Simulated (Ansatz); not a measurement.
Ansatz (a program for electronic structure) input for 1,3-cyclohexadiene (C₆H₈), SMILES C1CCC=CC=1, CAM-B3LYP/def2-SVPD. Geometry optimised at ωB97X-D3(BJ)/def2-SVP. Other conformers were not sampled.

Ansatz 0.2 input:
```yaml
crystal:
  periodic: [false, false, false]
  atoms:
    - {symbol: C, position_ang: [0.06281946, -1.42253460, 0.11001356]}
    - {symbol: C, position_ang: [0.11049377, -0.72890225, 1.25787823]}
    - {symbol: C, position_ang: [-0.11049376, 0.72890209, 1.25787833]}
    - {symbol: C, position_ang: [-0.06281947, 1.42253460, 0.11001375]}
    - {symbol: C, position_ang: [0.25240174, 0.72336086, -1.19182899]}
    - {symbol: C, position_ang: [-0.25240174, -0.72336072, -1.19182908]}
    - {symbol: H, position_ang: [0.19387352, -2.50979307, 0.11062791]}
    - {symbol: H, position_ang: [0.29340043, -1.23570638, 2.21046884]}
    - {symbol: H, position_ang: [-0.29340044, 1.23570610, 2.21046900]}
    - {symbol: H, position_ang: [-0.19387353, 2.50979306, 0.11062824]}
    - {symbol: H, position_ang: [1.35165900, 0.73333419, -1.33193012]}
    - {symbol: H, position_ang: [-0.17103786, 1.27534113, -2.04554412]}
    - {symbol: H, position_ang: [0.17103786, -1.27534087, -2.04554429]}
    - {symbol: H, position_ang: [-1.35165901, -0.73333402, -1.33193022]}
basis:
  gaussian:
    orbitals: def2-SVPD
hamiltonian:
  xc: {name: CAM-B3LYP}
```

Program output:

```
WARN ansatz: RAYON_NUM_THREADS=1 ignored (pool sized by the plan → 1); use --threads N
Functional definition: CAM-B3LYP
integrals: 0.14 GiB planned
1526 factors; their error is unknown
integrals: 0.16 GiB planned
599 factors; integrals over basis functions are off by at most 5.0e-6 eV
mean field: 1.29 GiB planned
mean field evaluation 1: about -6338.1801 eV, gradient 4.6e1 eV
mean field evaluation 2: about -6339.1592 eV, gradient 4.2e1 eV
mean field evaluation 4: about -6343.5939 eV, gradient 5.9e-1 eV
mean field evaluation 8: about -6343.5125 eV, gradient 4.2e-1 eV
mean field evaluation 16: about -6343.5129 eV, gradient 2.4e-5 eV
mean field -6343.51286411 eV, -233.1197979684 hartree, gradient 2.0e-5 eV, S^2 0.000000; 0 other end points of the search recorded, 0 dependent functions left out
reference -6343.51300261 eV, -233.1198030584 hartree; 22, 22 occupied and 162, 162 virtual orbitals, 1526 factors
Total energy: -6343.51300261 eV, -233.1198030584 hartree
```

The run converged.

Cost: around 11 core-seconds (rough).
